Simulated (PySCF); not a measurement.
## CsF: energy against distance

Set-up: Cs def2-TZVP with ECP46, F def2-TZVP; scalar-relativistic core potentials (PySCF 2.14). Energies in eV from Cs + F in their ground configurations at the same level. State: ¹Σ⁺ (singlet), closed shell.

All columns are M06-L. A positive dipole means Cs(−)F(+).

```csv
R (Å),E (eV),μ (D),Mulliken charge on Cs (basis-dependent),HOMO (eV),LUMO (eV),Mayer bond order,⟨S²⟩
2.054,-4.692,-5.36,0.66,-5.18,-0.57,0.39,0.00
2.149,-5.079,-6.16,0.70,-5.12,-0.64,0.38,0.00
2.245,-5.309,-6.92,0.72,-4.98,-0.71,0.38,0.00
2.316,-5.399,-7.45,0.74,-4.86,-0.75,0.38,0.00
2.388,-5.437,-7.96,0.76,-4.73,-0.80,0.38,0.00
2.460,-5.427,-8.43,0.77,-4.61,-0.85,0.38,0.00
2.555,-5.365,-9.05,0.78,-4.42,-0.92,0.38,0.00
2.675,-5.238,-9.78,0.79,-4.12,-1.00,0.38,0.00
2.818,-5.044,-10.62,0.79,-3.81,-1.10,0.38,0.00
3.009,-4.751,-11.67,0.80,-3.45,-1.24,0.38,0.00
```

Spin–orbit coupling is left out, which matters for elements this heavy, above all for dissociation energies.
